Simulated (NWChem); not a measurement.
System: C4H7N; SMILES C(N)=C=CC

```xyz
12

C      0.4840    -2.3076     0.2019
C     -0.4188    -1.2327    -0.3599
C     -0.4028     0.0314    -0.0124
C     -0.3656     1.2895     0.3660
N      0.4958     2.2952    -0.1310
H      1.0703    -2.7829    -0.5963
H      1.1756    -1.8975     0.9431
H     -0.1056    -3.1023     0.6787
H     -1.1373    -1.5690    -1.1141
H     -0.9908     1.6259     1.1934
H      0.9299     2.0339    -1.0109
H      0.0265     3.1902    -0.2344
```
Atoms are numbered in this order, from 1.

All runs: NWChem. Pople sets run with spherical d functions. Coordinates come from a B3LYP/6-31G* (spherical d) optimisation. Lowest singlet excitation in solution, TDDFT at PBE0/6-31G* with SMD, three treatments of the solvent's response.

Task: What does the run give for solvent acetonitrile? Quantities: ground-state reaction field (eV); corrected reaction field (eV); vertical excitation model (eV).

Result: 
```
Item                              Value
--------------------------------  -----
ground-state reaction field (eV)   4.82
corrected reaction field (eV)      4.76
vertical excitation model (eV)     4.68
```
